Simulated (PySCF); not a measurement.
Isomers of C6H7NO, mass 109.053 u with the commonest isotopes. Computed with PBE0/pcSseg-1 in PySCF (dipole) on a GFN2-xTB geometry, gas phase. One conformer each, none proved a minimum here; rigid rotors.

Question: Order these by out-of-plane moment Σ m c² = (Ia + Ib − Ic)/2, smallest first.
A. `[OH:1][NH:2][c:3]1[cH:4][cH:5][cH:6][cH:7][cH:8]1` with H–O1–N2–C3 -102°, O1–N2–C3–C4 27°
B. `[CH2:1]=[C:2]=[C:3]=[CH:4][CH2:5][C:6]([NH2:7])=[O:8]` with C3–C4–C5–C6 -92°, C4–C5–C6–N7 61°, C5–C6–N7–H -8° and -177°
C. `[cH:1]1[n:2][o:3][cH:4][c:5]1[CH:6]1[CH2:7][CH2:8]1` with C4–C5–C6–C7 -33°

Answer: A (1.77 u·Å²), B (12.94 u·Å²), C (19.77 u·Å²).

Question: Order these by radius of gyration √(Σ m r²/M), largest first.
A. `[CH2:1]=[C:2]=[C:3]=[CH:4][CH2:5][C:6]([NH2:7])=[O:8]` with C3–C4–C5–C6 -92°, C4–C5–C6–N7 61°, C5–C6–N7–H -8° and -177°
B. `[CH3:1][O:2][c:3]1[cH:4][cH:5][cH:6][n:7][cH:8]1` with C1–O2–C3–C4 180°
C. `[OH:1][NH:2][c:3]1[cH:4][cH:5][cH:6][cH:7][cH:8]1` with H–O1–N2–C3 -102°, O1–N2–C3–C4 27°

Answer: A (2.343 Å), C (1.981 Å), B (1.939 Å).

Question: Order these by rotational constant A, smallest first.
A. `[OH:1][NH:2][c:3]1[cH:4][cH:5][cH:6][cH:7][cH:8]1` with H–O1–N2–C3 -102°, O1–N2–C3–C4 27°
B. `[CH3:1][O:2][c:3]1[cH:4][cH:5][cH:6][n:7][cH:8]1` with C1–O2–C3–C4 180°
C. `[CH3:1][C:2](=[O:3])[c:4]1[cH:5][cH:6][nH:7][cH:8]1` with C1–C2–C4–C5 0°
D. `[CH2:1]=[C:2]=[C:3]=[CH:4][CH2:5][C:6]([NH2:7])=[O:8]` with C3–C4–C5–C6 -92°, C4–C5–C6–N7 61°, C5–C6–N7–H -8° and -177°
E. `[cH:1]1[n:2][o:3][cH:4][c:5]1[CH:6]1[CH2:7][CH2:8]1` with C4–C5–C6–C7 -33°

Answer: C (4878 MHz), A (5099 MHz), B (5223 MHz), D (5563 MHz), E (6160 MHz).

| SMILES | point group | Ia (u·Å²) | Ib (u·Å²) | Ic (u·Å²) | κ | μa (D) | μb (D) | μc (D) |
| --- | --- | --- | --- | --- | --- | --- | --- | --- |
| ONc1ccccc1 | C1 | 99.10 | 330.76 | 426.33 | -0.82 | 0.65 | 0.41 | 0.65 |
| c1nocc1C1CC1 | – | 82.04 | 365.45 | 407.96 | -0.94 | 3.61 | 0.16 | 0.01 |
| COc1cccnc1 | Cs | 96.77 | 314.65 | 408.20 | -0.82 | 1.58 | 0.92 | 0.01 |
| C=C=C=CCC(N)=O | C1 | 90.85 | 520.97 | 585.94 | -0.95 | 3.30 | 1.24 | 0.47 |
| CC(=O)c1cc[nH]c1 | Cs | 103.60 | 322.21 | 422.67 | -0.80 | 4.16 | 1.30 | 0.00 |
